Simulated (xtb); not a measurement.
HgI, SMILES [I][Hg+], charge +1. All values are semi-empirical tight-binding results from xtb (GFN2-xTB unless named), good for trends rather than for accurate numbers. Geometry optimised at GFN2-xTB. The spin state was assumed, not searched.

For metal compounds this method's bond lengths and energies can be far off.

Computed properties:
```
Item                           Value
---------------------------  -------
point group as xtb finds it      C∞v
orbital gap                  1.92 eV
```
